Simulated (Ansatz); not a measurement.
Process, species as SMILES: N[SiH]N[SiH3] → N[SiH-]N[SiH3] (an electron is taken up)
Geometries: B3LYP-D3(BJ)/def2-TZVP minima from Ansatz (a program for electronic structure), one conformer each, not searched for the lowest.
Geometry of the first species:
```xyz
11

N     -2.1659     1.0068     0.4227
Si    -1.1850    -0.2385    -0.2396
N      0.3799    -0.0955     0.4920
Si     1.9556    -0.3290    -0.1924
H     -3.1705     0.9566     0.4327
H     -1.8183     1.9330     0.6225
H     -0.9117    -0.1613    -1.7105
H      0.3536    -0.0013     1.5003
H      2.8875     0.7042     0.3232
H      1.8353    -0.2127    -1.6607
H      2.5391    -1.6536     0.1380
```
Charge 0, spin multiplicity 2.

Quantity: adiabatic electron affinity (electronic energy difference), positive where the reaction releases energy, in eV. Valence correlation only, unless marked. UHF or UKS for open shells. No spin-orbit coupling. No relativistic terms. Anions need diffuse functions: aug- sets have them; def2-D sets add few; the other sets have none. CBS marks a two-point X^-3 extrapolation of the correlation energy; Hartree-Fock from the larger set. [CCSD(T)-MP2]/basis is that difference in the basis named.

| level | program | adiabatic electron affinity (eV) |
|---|---|---|
| HF/cc-pVTZ | Ansatz | -0.29 |
| HF/aug-cc-pV(Q+d)Z | Ansatz | -0.19 |
| PBE/def2-TZVPD | Ansatz | 1.11 |
| B97M-V/def2-TZVPD | Ansatz | 1.24 |
| SCS-MP2/6-31G | Ansatz | 0.41 |
| CCSD(T)/cc-pVTZ | Ansatz | 0.94 |
| RI-MP2/CBS(aug-cc-pV(T+d)Z,aug-cc-pV(Q+d)Z)+[CCSD(T)-MP2]/aug-cc-pV(T+d)Z | Ansatz | 1.19 |
